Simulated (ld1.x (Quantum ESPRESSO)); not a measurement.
**Ni (Z = 28): excitation energies, all-electron against RRKJ**

- Element: nickel
- Generator: ld1.x (Quantum ESPRESSO) 7.5
- Type: norm-conserving RRKJ (Kleinman–Bylander form)
- Functional: LDA (PZ)
- Relativity: scalar-relativistic
- Frozen core: [Ne] 3s2
- Valence charge: 16
- Reference configuration: 3p6 3d8 4s1.5 4p0 (charge +0.5)
- Partial waves: 4s (bound): rc 1.95 bohr; 3p (bound): rc 0.70 bohr; 3d (bound): rc 1.25 bohr
- Local potential: all-electron potential smoothed inside 0.65 bohr (lloc = -1)
- Core correction: Bessel-smoothed model core, default radius (core density twice the valence density)
- rho0: 0.005

Energies are relative to the spin-unpolarised reference configuration 3p6 3d8 4s1.5 4p0; without spin polarisation the order of configurations can differ from experiment. Spin-polarised rows fill each open shell by Hund’s rule, majority spin first.

| valence configuration | charge | ΔE all-electron (eV) | error AE − PS (meV) |
| --- | --- | --- | --- |
| 3p6 3d8 4s2 4p0 | 0 | -3.843 | 0.0 |
| 3p6 3d8 4s1 4p0 | +1 | 5.758 | -1.6 |
| 3p6 3d8 4s0 4p0 | +2 | 23.417 | -23 |
| 3p6 3d8 4s0 4p2 | 0 | 5.835 | +9.3 |
| 3p6 3d6 4s0 4p0 | +4 | 119.082 | +178 |
| 3p6 3d8 4s1.5 4p0 (spin-polarised) | +0.5 | -1.057 | +40 |
| 3p6 3d8 4s2 4p0 (spin-polarised) | 0 | -4.755 | +46 |

What are ΔE and the potential's error for 3p6 3d9 4s0 4p0?

ΔE = 2.719 eV all-electron; the error (AE − PS) is -88 meV.

What are ΔE and the potential's error for 3p5 3d8 4s2 4p0?

ΔE = 75.573 eV all-electron; the error (AE − PS) is -203 meV.

Note: ghost state, extra bound levels that the all-electron valence spectrum of the same l lacks: s at -423.9 eV. A true bound ghost makes a file unfit for plane-wave use.
